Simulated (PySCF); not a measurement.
B(Cl)(OMe)(SeH) (CH4BClOSe), SMILES COB(Cl)[SeH]. Atoms are numbered in the order given.

```xyz
9

B     -0.2200     0.6078     0.0000
Cl     0.7397     2.0978     0.0000
O     -1.5551     0.7262     0.0000
C     -2.4506    -0.3714     0.0000
H     -2.3087    -0.9972     0.8972
H     -3.4746     0.0258     0.0000
H     -2.3087    -0.9972    -0.8972
Se     0.6398    -1.1672     0.0000
H      2.0090    -0.6284     0.0000
```
Charge 0, spin multiplicity 1.

Coordinates come from a B3LYP-D3(BJ)/def2-SVP optimisation. This is a generated structure with no PubChem entry under its InChIKey; it may be hypothetical. The values are those of a single conformer.

Two levels are set side by side: PBE/pcSseg-1 (PySCF) and KT2/pcSseg-1 (PySCF). GIAO shifts against BF3 (¹¹B), H2O (¹⁷O), HCl (³⁵Cl), Me2Se (⁷⁷Se), TMS (¹H), TMS (¹³C) at the same level; non-relativistic, no solvent, atoms listed together averaged. Without spin–orbit terms, shifts of atoms bonded to Cl or Br come out too high at both levels. Differences are taken from unrounded values.

| quantity | KT2 |
|---|---|
| δ(¹¹B) of B1 (ppm) | 29.1 |
| δ(³⁵Cl) of Cl2 (ppm) | 209.6 |
| δ(¹⁷O) of O3 (ppm) | 173.9 |
| δ(¹³C) of C4 (ppm) | 59.1 |
| δ(⁷⁷Se) of Se8 (ppm) | -155.3 |
| δ(¹H) of H9 (ppm) | 2.37 |

Question: What does PBE give, and how far is it from KT2? (Estimate from the structure and the level; the computed values follow.)

Answer: 
```tsv
quantity	PBE	PBE minus KT2
δ(¹¹B) of B1 (ppm)	31.1	2.0
δ(³⁵Cl) of Cl2 (ppm)	217.6	8.1
δ(¹⁷O) of O3 (ppm)	185.0	11.1
δ(¹³C) of C4 (ppm)	60.2	1.1
δ(⁷⁷Se) of Se8 (ppm)	-154.3	1.0
δ(¹H) of H9 (ppm)	2.44	0.06
```

Rough cost on one machine, each run with all the roots and properties that it gave: KT2 against PBE within a factor of 2.
